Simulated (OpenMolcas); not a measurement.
# neutral calcium: effect of the basis set

```yaml
Program: OpenMolcas 26.06
Method: "MS-CASPT2, IPEA 0.25 Eh, imaginary shift 0.1 Eh (closed shells correlated: 3s 3p)"
Active_space: 2 electrons in 9 orbitals (3d 4s 4p)
State_averaging: 2S+1 = 3 even, 18 roots (8 in the spin-orbit step); 2S+1 = 1 even, 12 roots; 2S+1 = 3 odd, 18 roots; 2S+1 = 1 odd, 8 roots
Spin-orbit_coupling: state interaction with AMFI integrals over the reference wave functions, term energies averaged over their components
```

A. ANO-RCC-VTZP [6s5p2d1f], DKH2, point nucleus; CASPT2 step of the order of 20 core-seconds
B. ANO-RCC-VQZP [7s6p3d2f1g], DKH2, point nucleus; CASPT2 step of the order of 30 core-seconds
C. ANO-RCC [10s9p6d4f2g], DKH2, point nucleus; CASPT2 step roughly 60 core-seconds

Energies in cm-1 above 4s2 1S0, the measured ground level; measured values from NIST Handbook of Basic Atomic Spectroscopic Data.

| Level | A | B | C | Measured |
| --- | --- | --- | --- | --- |
| 4s2 1S0 | 0.0 | 0.0 | 0.0 | 0.0 |
| 4s 4p 3P* 0 | 14560 | 14850 | 15200 | 15158 |
| 4s 4p 3P* 1 | 14590 | 14880 | 15220 | 15210 |
| 4s 4p 3P* 2 | 14650 | 14930 | 15280 | 15316 |
| 4s 4p 1P* 1 | 24060 | 23420 | 23530 | 23652 |
| 3d 4s 3D1 | 27910 | 25430 | 24830 | 20335 |
| 3d 4s 3D2 | 27910 | 25440 | 24840 | 20349 |
| 3d 4s 3D3 | 27920 | 25450 | 24850 | 20371 |
| 4p2 3P0 | 39180 | 38830 | 38920 | 38418 |
| 4p2 3P1 | 39220 | 38870 | 38960 | 38465 |
| 4p2 3P2 | 39310 | 38940 | 39030 | 38552 |
| 3d 4p 3F* 2 | 42800 | 40570 | 39470 | 35730 |
| 3d 4p 3F* 3 | 42840 | 40610 | 39500 | 35819 |
| 3d 4p 3F* 4 | 42890 | 40660 | 39550 | 35897 |
| 3d 4p 1D* 2 | 43040 | 41380 | 40590 | 35835 |

Deviations, from unrounded energies. A percentage is the sum of absolute deviations over the sum of measured energies, with the sign that they share, or ± where signs differ.

| Against measurement | Levels | A | B | C |
| --- | --- | --- | --- | --- |
| mean absolute deviation (cm-1) | 14 | 4000 | 2700 | 2200 |
| other configurations (%) | 14 | ±14.3 | ±9.7 | ±8.0 |

C lies closest to measurement on these levels and A furthest from it. The largest miss of C in the table is 3d 4p 1D* 2, by +4800 cm-1. The ranking rests on the paired levels alone, and a cruder setting can come out closer through cancelling errors.

Among A to C the level of the table that moves most is 3d 4p 3F* 4, by 3300 cm-1 (lowest in C, highest in A). Moves below CASPT2's spread within the term are not significant.

Term energies are means over components that CASPT2 splits; among the terms shown or strongly mixed into the levels shown the widest spread is 110 cm-1 (3d 4p 3F*, C). Some high roots are left out of the spin-orbit mixing, which shifts the levels that they would mix with. Configurations are named by rounded mean occupations; where the s occupation lies near a half they are strongly mixed, a name can repeat and a true partner stay unpaired. A single d shell beside an s shell can misplace configurations of different d count against each other. Measured partners are found by configuration, term and J. A level has none where our copy of the source lacks it or the pairing is in doubt (some pairs that miss far off the trend of their configuration count as doubtful), and it then counts in no deviation. Levels of configurations outside the active space are missing. Levels that lie high or do not pair safely by name in every column are left out.

* marks odd parity.
